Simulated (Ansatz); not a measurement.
Basis sets compared for SnF₄. The state is a singlet with charge 0. Geometry r2SCAN-D4/def2-SVP. Ansatz on 4 threads of Intel Xeon on a shared host; times are rough, and most runs start from earlier orbitals.

```csv
atom,x (Å),y (Å),z (Å)
Sn1,0.000,0.000,0.000
F2,-1.342,0.898,-1.016
F3,-0.485,-1.832,0.215
F4,0.157,0.822,1.715
F5,1.670,0.113,-0.914
```

In the def2 sets Sn takes a core potential; there is no spin–orbit coupling.

Binding counts from free atoms (Sn triplet, F doublet) in the same basis, without a counterpoise term.

| level | functions | energy (Eh) | HOMO (eV) | LUMO (eV) | binding per atom (eV) | wall time |
| --- | --- | --- | --- | --- | --- | --- |
| PBE-D4/def2-SVP | 82 | -613.0650 | -9.71 | -4.66 | 3.60 | 2.3 s |
| PBE0-D4/def2-SVP | 82 | -613.0613 | -12.03 | -3.81 | 3.32 | 3.5 s |

(1) Estimate the rows for PBE-D4/def2-TZVP, PBE0-D4/def2-TZVP.

Results:

(1) 
```tsv
level	functions	energy (Eh)	HOMO (eV)	LUMO (eV)	binding per atom (eV)	wall time
PBE-D4/def2-TZVP	174	-613.6042	-10.21	-4.98	3.69	3.9 s
PBE0-D4/def2-TZVP	174	-613.5968	-12.39	-4.01	3.45	5.5 s
```
